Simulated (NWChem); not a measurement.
Correlation energy of OP

```xyz
2

P      0.0000     0.0000     0.5214
O      0.0000     0.0000    -0.9777
```
Charge 0, spin multiplicity 2.

Program: NWChem. The geometry was optimised at UB3LYP/def2-SVP, a minimum by its harmonic frequencies.

Basis set: 6-31G*. Each correlation energy counts from its own Hartree-Fock reference.

The correlated methods keep 6 core orbitals frozen. The Pople sets run with spherical d functions. The structure started from a generated list of species. The unpaired electrons of the parent sit in orbitals of symmetry b2 (C2v labels of the run); other states weren't searched. No SCF solution was tested for a lower state. Open-shell Hartree-Fock references start from PBE0 orbitals. Coupled-cluster values serve here as a point of comparison, not as the truth.

Question: Order these methods by the correlation energy they give, lowest first: CCSD[T] on ROHF, CCSDT on ROHF, CCSD on ROHF.

Answer: CCSD[T] on ROHF (-303.7 mHa), CCSDT on ROHF (-301.8 mHa), CCSD on ROHF (-290.0 mHa)
